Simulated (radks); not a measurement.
Effect of the nuclear size on neutral thallium, [Hg] 6p1. Calculated with a radial shooting solver on a logarithmic mesh with Libxc functionals: Dirac Kohn-Sham, relativistic LDA (MacDonald-Vosko exchange, VWN5 correlation), spin-unpolarised, spherical densities, finite nucleus; open shells are shared between the two j in proportion to 2j + 1; Fermi nuclear charge, rms radius 5.4759 fm. The rms radius is varied about that value; shifts are against it.

| rms radius (fm) | total energy shift (eV) | density at nucleus (e/bohr^3) | 1s1/2 shift (meV) | 2s1/2 shift (meV) | 5p1/2 shift (meV) | 6s1/2 shift (meV) | 6p1/2 shift (meV) | 6p3/2 shift (meV) | 7s1/2 (empty) shift (meV) |
|---|---|---|---|---|---|---|---|---|---|
| 4.6326 | -33.5 | 2.665e+06 | -13300 | -2000 | 0.474 | -2.05 | 0.313 | 0.311 | -0.185 |
| 5.0214 | -18.4 | 2.576e+06 | -7320 | -1100 | 0.260 | -1.13 | 0.172 | 0.171 | -0.102 |
| 5.4759 | 0 | 2.484e+06 | 0.000 | 0.000 | 0.000 | 0.000 | 0.000 | 0.000 | 0.000 |
| 5.903 | 18.2 | 2.406e+06 | 7210 | 1080 | -0.254 | 1.11 | -0.169 | -0.169 | 0.100 |
| 6.6313 | 50.9 | 2.29e+06 | 20200 | 3040 | -0.709 | 3.12 | -0.475 | -0.473 | 0.281 |

Slopes of the eigenvalues against <r^2> in GHz/fm^2, as finite differences over the two radii next to the reference (eigenvalue slopes, not the field-shift constants of lines): 1s1/2 365000, 2s1/2 54900, 5p1/2 -12.9, 6s1/2 56.4, 6p1/2 -8.58, 6p3/2 -8.55, 7s1/2 (empty) 5.07.
